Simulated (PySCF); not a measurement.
A geometry optimisation on [InBr4]-, `[Br][In-]([Br])([Br])[Br]`.

Method: PBE0-D3(BJ)/def2-SVP geometry optimisation, gas phase, def2 core potentials past Kr (PySCF 2.14.0). Start geometry: GFN2-xTB. A driver script takes a list of jobs; this job's settings line and coordinates (Å) are shown.

Input:
```
{"job": {"xc": "PBE0", "basis": "def2-SVP", "d3": "d3bj", "grid": 1, "maxiter": 30, "shake": 0.03, "kind": "geom"}, "charge": -1, "multiplicity": 1}
In     0.061500    -0.076420     0.013270
Br    -0.006440    -0.030550     2.542260
Br     2.337450     0.003500    -0.886180
Br    -1.110250     2.090010    -0.842110
Br    -1.207410    -2.097020    -0.889370
```

Give the output.

```
step   0  E = -10484.66680501  max force = 0.022961
step   1  E = -10484.66928932  max force = 0.003011
step   2  E = -10484.66945877  max force = 0.001202
step   3  E = -10484.66940805  max force = 0.001204
step   4  E = -10484.66941582  max force = 0.001357
step   5  E = -10484.66943796  max force = 0.001172
step   6  E = -10484.66945377  max force = 0.000947
step   7  E = -10484.66946272  max force = 0.000685
step   8  E = -10484.66946581  max force = 0.000458
step   9  E = -10484.66946672  max force = 0.000396
optimisation converged
```

Energies in Eh; «max force» is the largest Cartesian gradient component in Eh/bohr.

How much energy does the optimisation release, in kcal/mol?

E(step 0) − E(last step) = 0.002662 Eh, which is 1.7 kcal/mol.

Main results: final energy -10484.66947 Eh after 9 steps.

On Arm Neoverse V2, one thread, no GPU, shared host, this took 3.2 min and 0.87 GiB of memory at its peak.
Labels such as C1 count atoms from 1, the log's own numbers from 0.
